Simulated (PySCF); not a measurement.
Compound: C₅H₁₁FO₃Si.
Geometry (GFN2-xTB, Å), atoms numbered from 1 in this order:
```xyz
21
C5H11FO3Si angstrom
C      2.5627   -1.1069   -0.3019
O      1.1672   -1.0726   -0.0700
C      0.6140    0.1860   -0.2146
O      1.0797    1.0717    0.7565
Si    -0.1125    2.0488    1.3116
O     -1.3440    1.2958    0.5418
C     -0.9345    0.1038   -0.0770
C     -1.3469   -1.0826    0.7904
C     -1.6053   -0.0001   -1.4472
F     -1.1595    0.9771   -2.2989
H      3.0893   -0.4608    0.4045
H      2.7913   -0.7862   -1.3246
H      2.8649   -2.1418   -0.1592
H      0.8822    0.6089   -1.2002
H      0.0174    3.3929    0.7805
H     -0.1891    1.8821    2.7527
H     -2.4229   -1.0599    0.9435
H     -0.8487   -0.9998    1.7522
H     -1.0547   -2.0160    0.3210
H     -2.6854    0.1380   -1.3471
H     -1.3740   -0.9615   -1.9148
```

Probes without a nucleus sit at each ring's centroid and 1 Å off its mean plane on both sides; NICS is minus the shielding there, NICSzz its component along the normal. Level: GIAO PBE0/pcSseg-1 (PySCF, non-relativistic, gas phase) on the GFN2-xTB geometry, one conformer.

Ring bond lengths (Å), with Mayer bond orders in brackets: C3–O4 1.394 (0.87), O4–Si5 1.638 (0.95), Si5–O6 1.636 (0.98), O6–C7 1.404 (0.85), C7–C3 1.557 (0.95).

Task: Give the NICS values of each ring in ppm.

Result: 
```json
{"ring": "C3–O4–Si5–O6–C7", "type": "5-membered ring with 2 O and Si; formal bonds all single", "NICS(0)": "-7.0", "NICS(1), two faces": "-2.4 / -2.6", "NICS(1)zz, two faces": "-3.0 / -4.1", "rms pucker (Å)": "0.09", "centre to ring atoms, mean (Å)": "1.29"}
```

Task: What can be read from them?

Result: 
- C3–O4–Si5–O6–C7: mean NICS(1)zz -3.6 ppm, shielded. C3, Si5, C7 have four or more neighbours; no verdict on aromaticity is drawn.

Task: How shielded are the nuclei of the rings and their hydrogens (means over atoms taken as equivalent)?

Result: 
```tsv
atoms	environment	σ isotropic (ppm)
C3	sp3 carbon bearing two oxygens	84.0
O4	silyl ether oxygen	261.2
Si5	oxygen-bound silicon	356.8
O6	silyl ether oxygen	266.5
C7	sp3 carbon bound to oxygen	105.0
H14	methine hydrogen	26.25
H15	Si–H hydrogen	26.66
H16	Si–H hydrogen	26.53
```
